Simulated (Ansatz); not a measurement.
One change: `[CH2]1[AlH][AlH]1` becomes `C[CH]1[AlH][AlH]1`.

Ansatz, PBE0-D4/def2-TZVP geometries, multiplicity 1. 

| property | `[CH2]1[AlH][AlH]1` |
| --- | --- |
| HOMO energy (ωB97M-V/def2-TZVPP) / eV | -7.47 |
| LUMO energy (B3LYP/def2-TZVPP) / eV | -2.18 |
| HOMO energy (PBE0/def2-TZVPP) / eV | -5.65 |
| LUMO energy (PBE0/def2-TZVPP) / eV | -2.04 |
| LUMO energy (ωB97M-V/def2-TZVPP) / eV | -0.33 |
| zero-point energy (PBE0-D4/def2-TZVP) / kJ/mol | 95.6 |

(1) Give the same properties after the change, and the shifts. (Estimate.)

Answers

(1) Ansatz gave: 
```json
{"property": "HOMO energy (ωB97M-V/def2-TZVPP) / eV", "`C[CH]1[AlH][AlH]1`": "-7.48", "shift": "-0.01"}
{"property": "LUMO energy (B3LYP/def2-TZVPP) / eV", "`C[CH]1[AlH][AlH]1`": "-2.03", "shift": "0.15"}
{"property": "HOMO energy (PBE0/def2-TZVPP) / eV", "`C[CH]1[AlH][AlH]1`": "-5.65", "shift": "0.00"}
{"property": "LUMO energy (PBE0/def2-TZVPP) / eV", "`C[CH]1[AlH][AlH]1`": "-1.89", "shift": "0.15"}
{"property": "LUMO energy (ωB97M-V/def2-TZVPP) / eV", "`C[CH]1[AlH][AlH]1`": "-0.21", "shift": "0.12"}
{"property": "zero-point energy (PBE0-D4/def2-TZVP) / kJ/mol", "`C[CH]1[AlH][AlH]1`": "170.4", "shift": "74.8"}
```

The zero-point energy changes by 74.8 kJ/mol with +9 modes.

B3LYP here is the variant with VWN-RPA as its local correlation; programs differ in this.
